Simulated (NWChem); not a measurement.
# Si₂H₄S, singlet; SMILES [SiH3][Si]S

```xyz
7

Si    -1.1654     0.1316     0.0013
S      0.4712     1.4969     0.0006
H     -0.2399     2.6524     0.0012
Si     0.3021    -1.7790     0.0020
H      1.7679    -1.4695    -0.0043
H     -0.0164    -2.6177    -1.1997
H     -0.0078    -2.6084     1.2125
```
Atoms are numbered in this order, from 1.

Level: PBE0/def2-SVP (NWChem), optimised geometry, unscaled harmonic frequencies. Low-valent species are run as closed-shell singlets; no triplet was tried in these runs.

| frequency (cm⁻¹) | IR intensity (km/mol) |
|---|---|
| 47 | 0.1 |
| 140 | 0.8 |
| 362 | 2.0 |
| 381 | 6.2 |
| 483 | 37.8 |
| 541 | 13.9 |
| 542 | 35.0 |
| 789 | 49.0 |
| 859 | 202.5 |
| 925 | 34.4 |
| 926 | 27.4 |
| 2198 | 69.7 |
| 2208 | 86.0 |
| 2214 | 80.2 |
| 2663 | 1.5 |

```yaml
zero_point_energy: 21.8 kcal/mol
thermal correction to the enthalpy at 298.15 K (with zero-point energy): 26.1 kcal/mol
heat capacity Cv: 18.7 cal/(mol K)
entropy at 298.15 K and 1 atm (symmetry number 1): 78.0 cal/(mol K)
dipole_moment: 1.10 D
```

Rigid rotor and harmonic oscillator; modes under 100 cm⁻¹ make the entropy uncertain.
